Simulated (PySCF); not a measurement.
Species: (CF3CO)2NCH3, C5H3F6NO2.
Atom-mapped SMILES: `[CH3:1][N:2]([C:3](=[O:4])[C:5]([F:6])([F:7])[F:8])[C:9](=[O:10])[C:11]([F:12])([F:13])[F:14]` (hydrogens: H15, H16, H17 on C1)

Cartesian coordinates in Å at the PBE0-D3(BJ)/def2-SVP level; atoms count from 1:
```xyz
17
C5H3F6NO2 angstrom
C      0.1111    1.5516   -0.7142
N      0.1821    0.3715    0.1508
C      1.4109    0.1528    0.7846
O      2.2840    0.9748    0.7749
C      1.7219   -1.2361    1.4141
F      1.3108   -1.3073    2.6681
F      1.1926   -2.2313    0.7069
F      3.0369   -1.3885    1.4008
C     -0.9529   -0.3684    0.4600
O     -1.0728   -1.0659    1.4254
C     -2.1288   -0.2684   -0.5460
F     -2.6540    0.9584   -0.5588
F     -1.7196   -0.5608   -1.7822
F     -3.0677   -1.1205   -0.2017
H     -0.5469    2.3162   -0.2817
H      1.1236    1.9597   -0.7890
H     -0.2500    1.2740   -1.7111
```

The calculation used PBE0-D3(BJ)/def2-SVP geometry optimisation, gas phase in PySCF.

Take the most abundant isotopes and a rigid rotor. The values belong to one conformer with, in the numbering `[CH3:1][N:2]([C:3](=[O:4])[C:5]([F:6])([F:7])[F:8])[C:9](=[O:10])[C:11]([F:12])([F:13])[F:14]`, C1–N2–C3–O4 10°, C1–N2–C9–O10 -157°.

Q: Give the principal moments of inertia and the rotational constants in cm⁻¹.

A: Ia = 387.10, Ib = 1111.32, Ic = 1288.72 u·Å²; 505379 MHz·u·Å²/I gives 1306, 454.8 and 392.2 MHz, that is A = 0.04355, B = 0.01517, C = 0.01308 cm⁻¹.

Q: What kind of rotor is it?

A: An asymmetric top. Ray's parameter κ = (2B − A − C)/(A − C) = -0.863; −1 is the prolate and +1 the oblate limit.

Q: What does the inertial defect say?

A: Not planar: Δ = Ic − Ia − Ib = -209.70 u·Å². For a rigid frame Δ = −2 Σ m c², so Σ m c² = 104.85 u·Å² lies off the ab plane: 1.61 from hydrogen and 103.24 from heavier atoms. The atom farthest from that plane is 1.35 Å away.

Q: Give the other two planar moments, Paa and Pbb, and the rms extents of the mass along the axes.

A: Paa = Σ m a² = (Ib + Ic − Ia)/2 = 1006.47 and Pbb = Σ m b² = (Ia + Ic − Ib)/2 = 282.25 u·Å². With the mass M = 223.01 u, the rms extents √(P/M) along a, b and c are 2.12, 1.13, 0.69 Å.

Q: Which types of transition are allowed, and where do some lines up to J = 5 fall?

A: The dipole components are |μa| = 2.00 D, |μb| = 2.24 D, |μc| = 0.55 D. Intensities carry the squares of the components, which stand as 0.79 : 1.00 : 0.06 (a : b : c). Some lines, for components of 0.1 D or more:

```tsv
type	branch	J(Ka,Kc)	MHz	lower level (cm⁻¹)
c	Q	5(1,5) ← 5(0,5)	504	0.420
c	Q	3(1,3) ← 3(0,3)	709	0.169
b	R	2(0,2) ← 1(1,1)	840	0.057
a	Q	5(1,4) ← 5(1,5)	936	0.437
b	Q	2(1,1) ← 2(0,2)	979	0.085
b	Q	5(1,4) ← 5(0,5)	1440	0.420
b	Q	5(2,3) ← 5(1,4)	2305	0.468
b	R	4(1,4) ← 3(0,3)	3965	0.169
a	R	5(1,5) ← 4(1,4)	4065	0.301
a	R	5(0,5) ← 4(0,4)	4171	0.281
a	R	5(4,1) ← 4(4,0)	4242	0.753
b	Q	5(3,2) ← 5(2,3)	4329	0.545
c	Q	4(3,2) ← 4(2,2)	4372	0.402
b	R	2(2,0) ← 1(1,1)	4375	0.057
c	Q	3(3,1) ← 3(2,1)	4396	0.288
c	R	3(2,2) ← 2(1,2)	5281	0.111
c	R	5(1,4) ← 4(0,4)	5611	0.281
c	R	3(3,0) ← 2(2,0)	6950	0.203
b	R	4(3,2) ← 3(2,1)	7790	0.288
c	R	4(3,2) ← 3(2,2)	7806	0.287
c	R	5(4,1) ← 4(3,1)	10410	0.548
b	R	5(4,1) ← 4(3,2)	10411	0.548
b	R	5(5,1) ← 4(4,0)	12174	0.753
```

Q: Estimate the classical rotational partition function at 10 K, 50 K and 200 K.

A: Point group C1, symmetry number σ = 1; q = (√π/σ)·√((kT/h)³/(ABC)), k/h = 20836.6 MHz/K: 11000 at 10 K, 124000 at 50 K, 988000 at 200 K.

Stationary, but not proved a minimum. Zero-point vibration and centrifugal distortion are left out. A rigid rotor knows nothing of internal rotation, which can split or shift real lines. Quadrupole hyperfine structure (14N) is left out.
